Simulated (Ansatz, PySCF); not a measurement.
TiI3, SMILES [I][Ti]([I])[I] (connectivity only; charge and spin as stated), neutral, multiplicity 2. Atoms are numbered in the order given.

```xyz
4

Ti     0.0000     0.0000     0.0981
I      2.2079    -1.2747     0.0976
I     -2.2079    -1.2747     0.0976
I      0.0000     2.5494     0.0976
```
Charge 0, spin multiplicity 2.

Coordinates come from a PBE0-D3(BJ)/def2-SVP optimisation. The multiplicity is an assumed one; no other spin state was optimised. The isomer is the one that the SMILES or the coordinates give; other isomers of the formula were not compared. The def2 effective core potentials stand for the cores of I; spin–orbit coupling is left out.

Two levels are set side by side: PBE-D3(BJ)/def2-SVP (Ansatz, a first-principles code) and PBE0-D3(BJ)/def2-SVP (Ansatz). Each level has its own optimised geometry; the coordinates shown are those of the second. Frequencies come from the Hessian of PySCF at each geometry. Differences are taken from unrounded values.

```csv
quantity,PBE0-D3(BJ),PBE-D3(BJ),PBE-D3(BJ) minus PBE0-D3(BJ)
mean bond length (Å),2.549,2.560,0.010
bond Ti1–I2 (Å),2.549,2.560,0.010
bond Ti1–I3 (Å),2.549,2.560,0.010
bond Ti1–I4 (Å),2.549,2.560,0.010
highest harmonic wavenumber (cm⁻¹),344,334,-10
mean harmonic wavenumber (cm⁻¹),165,159,-5
zero-point energy (kcal/mol),1.41,1.37,-0.05
```

Exact exchange shortens and stiffens bonds; PBE has none. Differences between two approximate levels are no errors against the true value.
